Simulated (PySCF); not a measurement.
C₃H₇ClSi, SMILES C[SiH2]/C=C/Cl.

Coordinates come from a PBE0-D3(BJ)/def2-SVP optimisation. The structure was generated by enumeration; whether it is a known compound was not checked. One conformer was computed; it need not be the lowest.

Calculation: SMD-M06-2X/def2-SVP run with PySCF.

Solvation free energies are E(SMD) − E(gas) at the gas-phase geometry, for 1 M in both phases. In vacuum the dipole moment is 1.41 D.

Q: Estimate the solvation free energies in water, acetonitrile, ethylethanoate. (The exact figures need the calculation; the answer reports its results.)

A: 
```
solvent         ΔG(solv) (kcal/mol)  its non-electrostatic (CDS) part  dipole (D)
--------------  -------------------  --------------------------------  ----------
water                           1.9                               4.5        1.80
acetonitrile                   -2.5                               0.0        1.79
ethylethanoate                 -2.5                              -0.5        1.72
```
